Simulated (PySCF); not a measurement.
# Electron correlation in Cu⁻ (copper, charge -1)

[Ar] 3d10 4s2, closed-shell 1S. Calculation: PySCF 2.14, in aug-cc-pwCVTZ-DK (10s9p7d4f3g, 127 functions); the spin-free X2C one-electron Hamiltonian (Gaussian nucleus). Frozen: [Ne]; 20 electrons correlated.

MP2 pair energies summed by pair of shells (mhartree):

```json
{"pair": "3d-3d", "energy": "-525.47", "share (%)": "49.3"}
{"pair": "3p-3d", "energy": "-298.86", "share (%)": "28.0"}
{"pair": "3p-3p", "energy": "-70.36", "share (%)": "6.6"}
{"pair": "3s-3d", "energy": "-68.84", "share (%)": "6.5"}
{"pair": "3d-4s", "energy": "-38.99", "share (%)": "3.7"}
{"pair": "3s-3p", "energy": "-36.53", "share (%)": "3.4"}
{"pair": "4s-4s", "energy": "-17.99", "share (%)": "1.7"}
{"pair": "3s-3s", "energy": "-5.36", "share (%)": "0.5"}
{"pair": "3p-4s", "energy": "-3.26", "share (%)": "0.3"}
{"pair": "3s-4s", "energy": "-0.39", "share (%)": "0.0"}
```

Total MP2 correlation energy: -1066.0 mhartree.

Same-spin part -351.67 and opposite-spin part -714.38 mhartree; SCS-MP2 scales them by 1/3 and 6/5 to -974.48 mhartree.

MP2 falls well short for the outer s pair, which is nearly degenerate with np².
